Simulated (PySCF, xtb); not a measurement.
InF2, SMILES [F][In][F], multiplicity 2.

Harmonic wavenumbers (cm⁻¹) from GFN2-xTB (xtb 6.7.1) at its own minimum, in rising order: 57, 245, 249.

What does PBE-D3(BJ)/def2-TZVP run with PySCF give at its own minimum? (The exact figures need the calculation; the answer reports its results.)

110, 504, 528. Paired by order, the mean absolute difference is 197 cm⁻¹ and the zero-point energies are 0.8 and 1.6 kcal/mol.
